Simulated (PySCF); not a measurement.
Several orderings of computed values.

Species are written as SMILES; each is one conformer at its optimised geometry, gas phase, non-relativistic unless stated; the electronic structure was computed with PySCF and density fitting.

Dipoles, sizes and rotational constants follow the conformer. The torsions of the flexible species, by atom-mapped SMILES:
- `[CH2:1][NH:2][C:3](=[O:4])[CH2:5][CH:6]=[C:7]=[CH2:8]`: C1–N2–C3–O4 -1°, N2–C3–C5–C6 55°, C3–C5–C6–C7 -106°
- `[CH:1]1=[C:2]([CH:3]2[CH2:4][CH2:5]2)[O:6][CH2:7][N:8]1`: C1–C2–C3–C4 -35°
- `[CH3:1]/[CH:2]=[C:3]1/[CH2:4][C:5]1[NH:6][CH:7]=[O:8]`: C4–C5–N6–C7 -1°, C5–N6–C7–O8 0°
- `[CH3:1][C:2](=[O:3])[C:4]1=[CH:5][NH:6][CH:7][CH2:8]1`: C1–C2–C4–C5 180°
- `[CH3:1][C:2]#[C:3][C:4]([CH3:5])[NH:6][CH:7]=[O:8]`: C3–C4–N6–C7 180°, C4–N6–C7–O8 0°
- `[CH:1]=[C:2]=[CH:3][CH2:4][C:5](=[O:6])[NH:7][CH3:8]`: C2–C3–C4–C5 -84°, C3–C4–C5–O6 -117°, C4–C5–N7–C8 -177°
- `[CH3:1][C:2]1[CH:3]=[C:4]([C:5]([NH2:6])=[O:7])[CH2:8]1`: C3–C4–C5–N6 -2°, H–N6–C5–C4 177°, H–N6–C5–C4 6°
- `[CH2:1][C@@H:2]([C:3]#[C:4][CH3:5])[NH:6][CH:7]=[O:8]`: C1–C2–N6–C7 122°, C2–N6–C7–O8 -1°

Question: Rank by smallest rotational constant, highest first (GFN2-xTB).
A. `[CH2]NC(=O)CC=C=C` [radical]
B. `C/C=C1/C[C]1NC=O` [radical]
C. `CC#C[C](C)NC=O` [radical]
D. `[CH]1NC=C(C1)C(C)=O` [radical]
E. `[CH]=C=CCC(=O)NC` [radical]
F. `C1=C(C2CC2)OC[N]1` [radical]

Answer: F (1.241 GHz), D (1.170 GHz), E (1.058 GHz), A (0.970 GHz), B (0.887 GHz), C (0.788 GHz).

Question: Rank by isotropic g value, highest first (unrestricted B3LYP/pcH-1, mean-field spin–orbit at GFN2-xTB geometries).
A. `CC(=O)C1=CN[CH]C1` [radical]
B. `C1=C(C2CC2)OC[N]1` [radical]
C. `[CH2][C@@H](C#CC)NC=O` [radical]
D. `C[C]1C=C(C(N)=O)C1` [radical]
E. `C/C=C1/C[C]1NC=O` [radical]

Answer: B (2.00392), D (2.00325), A (2.00307), E (2.00297), C (2.00255).

By how much do the two ends of that ranking differ?

By 0.00137, between `C1=C(C2CC2)OC[N]1` [doublet state] and `[CH2][C@@H](C#CC)NC=O` [doublet state].
